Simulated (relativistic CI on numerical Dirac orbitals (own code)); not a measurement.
## d6 in a ligand field

Computed with a parametric ligand-field model of a d^n configuration (Racah B and C, spin-orbit zeta, crystal field), exact diagonalisation.

Field parameters in Wybourne normalisation: Oh B⁴₀ = 21Dq, B⁴₄ = √(5/14) B⁴₀; Td as Oh with Dq negative (B⁴₀ = 21Dq, B⁴₄ = √(5/14) B⁴₀). The field is a parameter set, without covalency.

Q: Lowest levels for B = 850, C = 3610, ζ = 390 cm⁻¹, Oh, 10Dq = 35800 cm⁻¹?

A: A1 0 (S 0.00), E 25464 (S 1.00), T2 25471 (S 1.00), T1 25728 (S 1.00), A1 25875 (S 1.00), T1 31255 (S 0.99), E 31315 (S 1.00), T2 31583 (S 1.00), A2 31722 (S 1.00) cm⁻¹, with S from ⟨S²⟩ = S(S + 1). The ground level has 0.03 electrons in the cubic e pair.

Q: Lowest levels for B = 440, C = 2110, ζ = 2150 cm⁻¹, Oh, 10Dq = 36650 cm⁻¹?

A: A1 0 (S 0.05), E 29460 (S 1.01), T2 29858 (S 1.00), T1 30637 (S 0.96), A1 32340 (S 1.01), T1 33483 (S 0.90), E 34362 (S 1.00), T2 35159 (S 1.00), A2 35684 (S 1.00) cm⁻¹, with S from ⟨S²⟩ = S(S + 1). The ground level has 0.04 electrons in the cubic e pair.

Q: Lowest levels for B = 630, C = 2490, ζ = 3700 cm⁻¹, Oh, 10Dq = 33150 cm⁻¹?

A: A1 0 (S 0.16), E 24116 (S 1.05), T2 25009 (S 1.02), T1 25666 (S 0.97), A1 29778 (S 1.06), T1 30628 (S 0.94), E 32248 (S 1.01), T2 33513 (S 1.05), T1 34605 (S 0.52) cm⁻¹, with S from ⟨S²⟩ = S(S + 1). The ground level has 0.11 electrons in the cubic e pair; its S is far from a half-integer, so spin-orbit coupling mixes spin states.

Q: Lowest levels for B = 990, C = 3790, ζ = 70 cm⁻¹, Td, 10Dq = -9100 cm⁻¹?

A: A1 0 (S 2.00), T1 0 (S 2.00), E 1 (S 2.00), T2 1 (S 2.00), A2 2 (S 2.00), T2 9049 (S 2.00), T1 9084 (S 2.00), E 9084 (S 2.00), T2 9136 (S 2.00) cm⁻¹, with S from ⟨S²⟩ = S(S + 1). The ground level has 3.00 electrons in the cubic e pair.

Q: Lowest levels for B = 760, C = 3190, ζ = 570 cm⁻¹, Oh, 10Dq = 24300 cm⁻¹?

A: A1 0 (S 0.01), E 15155 (S 1.01), T2 15170 (S 1.01), T1 15524 (S 1.03), A1 15766 (S 1.03), T1 19867 (S 1.18), E 19994 (S 1.22), T2 20261 (S 1.53), A2 20783 (S 1.00) cm⁻¹, with S from ⟨S²⟩ = S(S + 1). The ground level has 0.05 electrons in the cubic e pair.
